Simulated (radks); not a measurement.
Values are calculated unless marked as measured or tabulated.
As+, 32 electrons, occupied as [Ar] 3d8 4s2 4p2 4f2 (not the ground configuration). Code: a radial shooting solver on a logarithmic mesh with Libxc functionals. Model: non-relativistic Kohn-Sham, Tao-Mo meta-GGA, spin-unpolarised, spherical densities, point nucleus; meta-GGA in the generalised Kohn-Sham scheme.

Normalised radial functions P(r) = r R(r), r in bohr:

r	3d	4f
0.006893	0.0002	0.0000
0.01088	0.0006	0.0000
0.01702	0.0023	0.0000
0.02686	0.0080	0.0000
0.04237	0.0268	0.0000
0.06632	0.0812	0.0000
0.1046	0.2224	0.0001
0.1651	0.5121	0.0004
0.2584	0.9246	0.0016
0.4077	1.2453	0.0054
0.6433	1.1300	0.0153
1.007	0.6447	0.0398
1.588	0.1988	0.0977
2.506	0.0256	0.1990
3.923	0.0008	0.3546
6.189	0.0000	0.4155
9.765	0.0000	0.2253
15.28	0.0000	0.0337

3d: eigenvalue -90.848 eV, 0 radial nodes, <r> = 0.623 bohr, 90 % of the charge inside 1.02 bohr. 4f: eigenvalue -3.325 eV, 0 radial nodes, <r> = 6.36 bohr, 90 % of the charge inside 9.40 bohr.
